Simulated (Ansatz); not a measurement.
Computed with Ansatz.

`NCBO` at its PBE0-D4/def2-TZVP geometry, where that method's forces vanish. The species carries charge 0 and has multiplicity 1.

| atom | x (Å) | y (Å) | z (Å) |
| --- | --- | --- | --- |
| N1 | 0.749 | -0.646 | 1.222 |
| C2 | -0.554 | -0.237 | 0.650 |
| B3 | -0.294 | 0.179 | -0.838 |
| O4 | -0.259 | 1.496 | -1.166 |
| H5 | 1.413 | 0.117 | 1.169 |
| H6 | 1.144 | -1.416 | 0.694 |
| H7 | -0.953 | 0.578 | 1.260 |
| H8 | -1.245 | -1.078 | 0.755 |
| H9 | -0.009 | -0.647 | -1.672 |
| H10 | 0.008 | 1.654 | -2.074 |

Task: For each bond, give half the difference of the two atoms' forces along it (eV/Å; positive pushes the atoms apart) under PBE-D4, r2SCAN-D4, B3LYP-D4, ωB97M-V in def2-TZVPP. (Estimate.)

Result: The calculation gave: 
| bond | length (Å) | PBE-D4 | r2SCAN-D4 | B3LYP-D4 | ωB97M-V |
| --- | --- | --- | --- | --- | --- |
| N1–C2 | 1.481 | 0.17 | 0.28 | 0.29 | 0.22 |
| N1–H5 | 1.013 | 0.23 | -0.01 | -0.05 | -0.07 |
| N1–H6 | 1.014 | 0.24 | -0.01 | -0.05 | -0.07 |
| C2–B3 | 1.567 | -0.14 | -0.08 | 0.00 | 0.03 |
| C2–H7 | 1.093 | 0.10 | -0.05 | -0.09 | -0.10 |
| C2–H8 | 1.093 | 0.09 | -0.06 | -0.09 | -0.10 |
| B3–O4 | 1.357 | 0.37 | 0.21 | 0.14 | 0.15 |
| B3–H9 | 1.208 | -0.05 | -0.08 | -0.16 | -0.17 |
| O4–H10 | 0.960 | 0.37 | 0.00 | -0.02 | -0.09 |

B3LYP here is the variant with VWN-RPA as its local correlation; programs differ in this.
